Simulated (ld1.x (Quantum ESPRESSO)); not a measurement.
# Fe, TM: configuration errors across variants

iron (Fe), norm-conserving Troullier–Martins (Kleinman–Bylander form), made with ld1.x (Quantum ESPRESSO) 7.5 (PBE, fully relativistic). Core [Ne] 3s2, reference 3p6 3d7 4s1 4p0. Waves: 4s (bound): rc 2.10 bohr; 3p (bound): rc 1.35 bohr; 3d (bound): rc 1.15 bohr. Local part: all-electron potential smoothed inside 0.85 bohr (lloc = -1). Core correction: Bessel-smoothed model core inside 0.75 bohr.

Open shells are filled in proportion to 2j + 1 (rel_dist='average').

All-electron excitation energies from the reference (eV): (1) 3p6 3d6 4s2 4p0 0.791; (2) 3p6 3d6 4s1 4p0 9.520; (3) 3p6 3d6 4s0 4p0 25.724; (4) 3p6 3d6 4s1.5 4p0 4.275; (5) 3p6 3d6 4s0 4p1 14.574.

Tests that are not counted but printed errors over 1 eV. “base”: 3p6 3d5 4s2 4p0 (solver errors, printed error +1.6 eV); 3p6 3d5 4s2 4p1 (solver errors, printed error -2401 eV). “all radii but the core radius scaled by about 0.85 (s 1.78, p 1.14, d 0.98 bohr); local potential all-electron potential smoothed inside 0.72 bohr (lloc = -1)”: 3p6 3d5 4s2 4p0 (solver errors, printed error -2429 eV); 3p6 3d5 4s2 4p1 (solver errors, printed error -2435 eV). “all radii but the core radius scaled by about 0.90 (s 1.90, p 1.22, d 1.04 bohr); local potential all-electron potential smoothed inside 0.76 bohr (lloc = -1)”: 3p6 3d5 4s2 4p0 (solver errors, printed error -2198 eV); 3p6 3d5 4s2 4p1 (solver errors, printed error -2327 eV). “all radii but the core radius scaled by about 1.07 (s 2.24, p 1.44, d 1.22 bohr); local potential all-electron potential smoothed inside 0.90 bohr (lloc = -1)”: 3p6 3d5 4s2 4p0 (solver errors, printed error -2403 eV).

A true bound ghost makes a file unfit for plane-wave use even where its test errors are small: the radial tests pick states by their node count and pass the ghost by. Where a test does run into it, the solver fails or the error is huge.

Errors AE − PS in meV (a dash: test not solved or not reliable):

| change | (1) | (2) | (3) | (4) | (5) | bound ghosts |
| --- | --- | --- | --- | --- | --- | --- |
| base | -43 | -4.9 | +8.0 | -24 | +36 | s |
| all radii but the core radius scaled by about 0.85 (s 1.78, p 1.14, d 0.98 bohr); local potential all-electron potential smoothed inside 0.72 bohr (lloc = -1) | -17 | +15 | +3.0 | -0.4 | +35 | s |
| all radii but the core radius scaled by about 0.90 (s 1.90, p 1.22, d 1.04 bohr); local potential all-electron potential smoothed inside 0.76 bohr (lloc = -1) | -32 | +4.7 | +6.0 | -13 | +39 | s |
| all radii but the core radius scaled by about 1.07 (s 2.24, p 1.44, d 1.22 bohr); local potential all-electron potential smoothed inside 0.90 bohr (lloc = -1) | -45 | -6.7 | +7.3 | -26 | +27 | s |
| all radii but the core radius scaled by about 1.14 (s 2.40, p 1.54, d 1.32 bohr); local potential all-electron potential smoothed inside 0.98 bohr (lloc = -1) | -44 | -8.8 | +3.9 | -26 | -0.7 | s |
| all radii but the core radius scaled by about 1.24 (s 2.60, p 1.68, d 1.42 bohr); local potential all-electron potential smoothed inside 1.06 bohr (lloc = -1) | -33 | -6.1 | -8.1 | -19 | -76 | s |
| all radii but the core radius scaled by about 1.32 (s 2.78, p 1.78, d 1.52 bohr); local potential all-electron potential smoothed inside 1.12 bohr (lloc = -1) | -18 | -1.4 | -19 | -8.9 | +9.6 | s |
| all radii but the core radius scaled by about 1.40 (s 2.94, p 1.90, d 1.62 bohr); local potential all-electron potential smoothed inside 1.20 bohr (lloc = -1) | -6.7 | -0.1 | -36 | -1.9 | -123 | s |

Give the same row for: all radii but the core radius scaled by about 0.77 (s 1.62, p 1.04, d 0.88 bohr); local potential all-electron potential smoothed inside 0.66 bohr (lloc = -1).

+6.0, +32, +0.6, +20, +29; bound ghosts: s.
